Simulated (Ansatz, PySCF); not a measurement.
Gas-phase reaction (SMILES): [OH][Al]([OH])[OH] + [H][H] (H2) → [OH][AlH][OH] + O (H2O); hydrogen cleaves one Al-O bond, a model of a ligand-exchange step.

Each molecule is optimised on its own at B3LYP-D3(BJ)/def2-TZVP (Ansatz, a first-principles code), one conformer each, not searched for the lowest. Correlated levels leave the core frozen unless marked. Spin-orbit coupling is left out. Non-relativistic. Basis-set limits of correlation are two-point, X^-3; Hartree-Fock from the larger set (for Q and 5 zeta extrapolated as (X+1)exp(-9√X)). Thermal terms are rigid-rotor harmonic-oscillator values from B3LYP-D3(BJ) frequencies (Ansatz or PySCF) at 298.15 K and 1 atm. 1 Eh = 627.5095 kcal/mol.

| species | E, CCSD(T)/CBS(cc-pV(Q+d)Z,cc-pV(5+d)Z) (Ansatz) (Eh) | E, PBE/def2-TZVPD (Ansatz) (Eh) | H - E (Eh) |
|---|---|---|---|
| [OH][Al]([OH])[OH] | -469.52289 | -469.82298 | 0.04799 |
| [H][H] (H2) | -1.17453 | -1.16589 | 0.01336 |
| [OH][AlH][OH] | -394.27654 | -394.56909 | 0.03966 |
| O (H2O) | -76.37670 | -76.38111 | 0.02495 |

Question: Work out ΔE and ΔH at 298.15 K at the first level, then ΔH at the second.

Answer: 
1. ΔE = [(-394.27654) + (-76.37670)] - [(-469.52289) + (-1.17453)] = 0.04418 Eh = 27.7 kcal/mol at CCSD(T)/CBS(cc-pV(Q+d)Z,cc-pV(5+d)Z).
2. The terms H - E add up to 0.00326 Eh, so ΔH = (0.04418 + (0.00326))×627.5095 = 29.8 kcal/mol.
3. At PBE/def2-TZVPD the same steps give ΔE = 24.3 and ΔH = 26.3 kcal/mol, a shift of -3.5 from the first level.
4. These values are not checked against measurement here, since the tables used lack a sound gas-phase enthalpy of formation for at least one species.
